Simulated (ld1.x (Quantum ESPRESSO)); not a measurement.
Before and after: RRKJ potential for zinc (Zn)

```json
{
  "Element": "zinc",
  "Generator": "ld1.x (Quantum ESPRESSO) 7.5",
  "Type": "norm-conserving RRKJ (Kleinman–Bylander form)",
  "Functional": "BP86",
  "Relativity": "scalar-relativistic",
  "Frozen core": "[Ar]",
  "Valence charge": "12",
  "Reference configuration": "3d10 4s2 4p0",
  "Partial waves": "4p (bound, empty): rc 2.75 bohr; 3d (bound): rc 0.75 bohr; 4s (bound): rc 2.25 bohr",
  "Local potential": "the s channel",
  "Core correction": "none",
  "rho0": "0.005"
}
```

Change: local potential all-electron potential smoothed inside 0.70 bohr (lloc = -2).

Cutoffs: the cutoffs (Ry, on a coarse ladder) from which the occupation-weighted sum of valence levels, in a spherical-Bessel basis at the reference potential, stays within 10 and 1 mRy of its value at 400 Ry; they do not see the model core or the augmentation charge, which bear on the density cutoff. Errors are all-electron minus pseudo energies relative to the spin-unpolarised reference configuration.

Q: What does the change do?

A: A bound ghost appears in p, s, which as a rule spoils a file; the number of tests that count goes from 7 to 4; of the 4 tests that both files solve, the error grows in 0 and shrinks in 3 by more than 15 % and 0.3 meV (median size 211.4 → 29.9 meV); the range in which the d phases agree widens (upper end 0.6 → at the end of the scan). In the separable form a ghost depends on how the local part lies against the semilocal potential of the channel, so the choice of the local part can create or remove one.

```csv
quantity,base,changed
"cutoff, loose",300 Ry,300 Ry
"cutoff, tight",over 300 Ry,over 300 Ry
loose cutoff by channel (10 mRy a level),"d 260 Ry, s 8 Ry","s 15 Ry, d 260 Ry"
bound ghosts,none,"s, p"
"tests counted (converged, no solver errors)",7 of 7,4 of 7
"error for 3d10 4s1 4p0, meV [ΔE 10.09 eV]",-5.5,-5.3
"error for 3d10 4s0 4p0, meV [ΔE 28.61 eV]",-37,-31
"error for 3d9 4s0 4p0, meV [ΔE 69.22 eV]",-386,+29
"error for 3d8 4s0 4p0, meV [ΔE 131.09 eV]",-2150,-299
s: phases at 2.98 bohr within 0.05 rad from the reference energy up to (Ry; the scan ends near 5),1.7,2.0
p: phases at 2.98 bohr within 0.05 rad from the reference energy up to (Ry; the scan ends near 5),to the end of the scan,n/a
d: phases at 2.98 bohr within 0.05 rad from the reference energy up to (Ry; the scan ends near 5),0.6,to the end of the scan
```

Base: ld1.x printed “convergence not achieved” for 2 of the counted tests; their residual had stalled under 1e-8, short of the target of 1e-14. Changed file: Tests not counted: 3d10 4s0 4p1 (solver errors, printed error -3.3 eV); 3d10 4s0 4p2 (solver errors, printed error -12.0 eV); 3d9 4s2 4p1 (an occupied level unbound or not found, printed error -3.2 eV). ld1.x printed “convergence not achieved” for 1 of the counted tests; its residual had stalled under 1e-8, short of the target of 1e-14. A true bound ghost makes a file unfit for plane-wave use even where its test errors are small: the radial tests pick states by their node count and pass the ghost by. Where a test does run into it, the solver fails or the error is huge.
